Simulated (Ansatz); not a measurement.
Molecule: H2Se2, net charge 1, doublet state. 
Structure (B3LYP-D3(BJ)/def2-TZVP (Ansatz, a program for electronic structure) minimum search):
```
Se
H 1 1.4812
Se 1 2.2961 2 91.77
H 3 1.4812 1 91.77 2 180.00
```
Charge +1, spin multiplicity 2.

Basis-set convergence of Hartree-Fock and MP2 correlation energies (hartree) with Ansatz. Valence correlation only, unless marked. Open shells are spin-unrestricted. Spin-orbit coupling is left out. The frozen core is the preceding noble-gas configuration, with the filled d and f shells of earlier blocks. No relativistic terms.

```csv
basis,functions,E(HF),"E(corr, MP2)"
def2-SVPD,98,-4799.97094,-0.23922
def2-TZVPPD,148,(withheld),(withheld)
```

**Question.** Fill in the missing entries.

**Answer.** 
- def2-TZVPPD, E(HF): -4800.56826
- def2-TZVPPD, E(corr, MP2): -0.29620
